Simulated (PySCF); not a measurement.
**Input and output**

[PmCl2]+ (singlet in the valence; each metal's 4f electrons, 4 of them, lie in its core potential, out of spins and levels). PySCF 2.14.0, RKS TPSS, Pm lcecp-1-SVP with ECP50, Cl def2-SVP; non-relativistic Hamiltonian with scalar-relativistic core potentials where named; density fitting; no spin-orbit coupling. Purpose: level TPSS.

```python
mol = gto.M(atom='''
Pm    -0.00000     0.00000    -0.57328
Cl     1.97824    -0.00000     0.84457
Cl    -1.97824     0.00000     0.84457''',
    basis={'Pm': 'lcecp-1-SVP', 'Cl': 'def2-SVP'},
    ecp={'Pm': 'lcecp-1-SVP'},
    charge=1, spin=0)
mf = dft.RKS(mol, xc='TPSS')
mf.grids.atom_grid = (75, 302)  # f atoms: unpruned, at least (60, 302)
mf = mf.density_fit()  # fitting sets: Pm AutoAux, Cl def2-universal-JKFIT
mf.conv_tol = 1e-08; mf.max_cycle = 55
mf.kernel(dm0)  # dm0: converged density of the relaxed state
mf.nuc_grad_method().kernel()
```

Run from Python with OMP_NUM_THREADS=2; the lines above give its settings. Where DIIS fails, smearing, a level shift and second-order steps follow.
It took 3.4 s on 2 threads of Arm Neoverse V1, with other jobs on the host, from an already converged density.

Where do the frontier levels lie, over both spins?

HOMO -12.45 eV, LUMO -8.36 eV. The 4f levels lie in the core potential and are missing.

What are the Mulliken charges and spins?


| atom | charge (e) | spin (e) |
| --- | --- | --- |
| Pm1 | 1.295 | 0.000 |
| Cl2 | -0.148 | 0.000 |
| Cl3 | -0.148 | 0.000 |
The spin of the 4f electrons in the core isn't counted.

What forces act on the atoms (eV/Å)?


```
Pm   0.00  0.00 -0.39
Cl   0.25  0.00  0.20
Cl  -0.25  0.00  0.20
```
Forces carry noise of the integration grid, about 0.01 to 0.03 eV/Å.

The geometry was relaxed with PBE0 (Pm lcecp-1-SVP with ECP50, Cl def2-SVP).

An lcecp potential fixes the number of 4f electrons, so in runs with it no electron can move into or out of that shell.
